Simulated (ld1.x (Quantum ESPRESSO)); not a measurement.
**iron: variants of one TM semilocal potential**

Base potential:

```json
{
  "Element": "Fe",
  "Generator": "ld1.x (Quantum ESPRESSO) 7.5",
  "Type": "norm-conserving Troullier–Martins (semilocal form)",
  "Functional": "PBEsol",
  "Relativity": "scalar-relativistic",
  "Frozen core": "[Ar]",
  "Valence charge": "8",
  "Reference configuration": "3d6 4s1.75 4p0.25",
  "Partial waves": "4s (bound): rc 2.25 bohr; 3d (bound): rc 0.80 bohr; 4p (bound): rc 3.50 bohr",
  "Local potential": "the p channel",
  "Core correction": "Bessel-smoothed model core, default radius (core density twice the valence density)"
}
```

Cutoffs, loose and tight: the cutoffs (Ry, on a coarse ladder) from which the occupation-weighted sum of valence levels, in a spherical-Bessel basis at the reference potential, stays within 10 and 1 mRy of its value at 400 Ry. They do not see the model core or the augmentation charge, which bear on the density cutoff. Test errors are all-electron minus pseudo excitation energies from the reference, over the configurations 3d6 4s2 4p0; 3d6 4s1 4p0; 3d6 4s0 4p0; 3d7 4s1 4p0; 3d5 4s2 4p1; 3d5 4s2 4p0; 3d6 4s1 4p1. A dash means not determined; rows that change the core or the reference have their own tests.

A semilocal file is local in each channel, so a ghost entry of none says nothing of the separable form that plane-wave codes build from it.

The default core radius of the base comes out at 0.88 bohr.

On the changes marked as counting shells twice: ld1.x takes every shell without a wave as core, so the model core holds the marked electrons as well and exchange and correlation see them twice. This cancels in the reference configuration, but the file is broken for other ones, and its errors say nothing about a proper core correction.

```tsv
change	outcome	cutoff, loose	cutoff, tight	bound ghosts	largest test error (meV)
base	generated	260 Ry	300 Ry	none	-248
core [Ne], valence charge 16; reference 3s2 3p6 3d6 4s2 4p0; waves now 3s (bound): rc 1.25 bohr; 3d (bound): rc 1.00 bohr; 3p (bound): rc 0.85 bohr; core correction a·sin(br)/r model core, default radius (core density twice the valence density) (4s counted twice)	generated, misses its reference levels by 0.64 eV	200 Ry	300 Ry	none	-4431
wave 4s (bound): rc 2.25 bohr becomes 4s (bound): rc 2.62 bohr	generated	260 Ry	300 Ry	none	-217
core correction Bessel-smoothed model core inside 0.86 bohr	generated	260 Ry	300 Ry	none	-248
all radii but the core radius scaled by about 1.05 (s 2.36, p 3.68, d 0.84 bohr)	generated	260 Ry	300 Ry	none	-238
wave 4p (bound): rc 3.50 bohr becomes 4p (bound): rc 3.26 bohr	generated	260 Ry	300 Ry	none	-253
wave 3d (bound): rc 0.80 bohr becomes 3d (bound): rc 0.84 bohr	generated	260 Ry	300 Ry	none	-249
functional LDA (PZ)	generated	260 Ry	300 Ry	none	-241
```

Q: What comes out with this change to the base: wave 3d (bound): rc 0.80 bohr becomes 3d (bound): rc 0.88 bohr?

A: outcome: generated; cutoff, loose: 230 Ry; cutoff, tight: 300 Ry; bound ghosts: none; largest test error (meV): -250.
